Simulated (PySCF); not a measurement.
## Field gradients at the hydrogen positions

Compound: Si(CCH)2Me2, C6H8Si.
Structure used (PBE0-D3(BJ)/def2-SVP), in Å, numbered top down from 1:
```xyz
15
C6H8Si angstrom
Si    -0.0520   -0.0047   -0.0306
C     -0.0185   -0.0178    1.8117
C     -0.0273   -0.0281    3.0288
H     -0.0333   -0.0374    4.1044
C      1.6919   -0.0076   -0.6244
C      2.8363   -0.0084   -1.0389
H      3.8493   -0.0092   -1.4004
C     -0.8950    1.5569   -0.6235
H     -0.8659    1.6109   -1.7224
H     -0.3914    2.4472   -0.2191
H     -1.9469    1.5751   -0.2994
C     -0.9125   -1.5496   -0.6414
H     -1.9485   -1.5862   -0.2706
H     -0.3856   -2.4483   -0.2885
H     -0.9333   -1.5690   -1.7419
```

Level: PBE0/pcSseg-1 (PySCF, non-relativistic); Q(2H) = 0.00286 b; rigid geometry, the same for H and D, with no vibrational averaging.

Tabulate Vzz, the asymmetry η and χzz = 234.96 MHz × Q × Vzz for every hydrogen position.

```json
{"atom": "H4", "bonded to": "C3", "bond length (Å)": "1.076", "Vzz (au)": "0.3388", "η": "0.00", "χzz (kHz)": "228"}
{"atom": "H7", "bonded to": "C6", "bond length (Å)": "1.076", "Vzz (au)": "0.3388", "η": "0.00", "χzz (kHz)": "228"}
{"atom": "H9", "bonded to": "C8", "bond length (Å)": "1.101", "Vzz (au)": "0.2979", "η": "0.01", "χzz (kHz)": "200"}
{"atom": "H10", "bonded to": "C8", "bond length (Å)": "1.100", "Vzz (au)": "0.2984", "η": "0.01", "χzz (kHz)": "201"}
{"atom": "H11", "bonded to": "C8", "bond length (Å)": "1.101", "Vzz (au)": "0.2976", "η": "0.01", "χzz (kHz)": "200"}
{"atom": "H13", "bonded to": "C12", "bond length (Å)": "1.101", "Vzz (au)": "0.2976", "η": "0.01", "χzz (kHz)": "200"}
{"atom": "H14", "bonded to": "C12", "bond length (Å)": "1.100", "Vzz (au)": "0.2983", "η": "0.01", "χzz (kHz)": "200"}
{"atom": "H15", "bonded to": "C12", "bond length (Å)": "1.101", "Vzz (au)": "0.2976", "η": "0.01", "χzz (kHz)": "200"}
```

Isolated species at its PBE0-D3(BJ)/def2-SVP geometry, gas phase. A larger basis could move these couplings by a tenth or more.
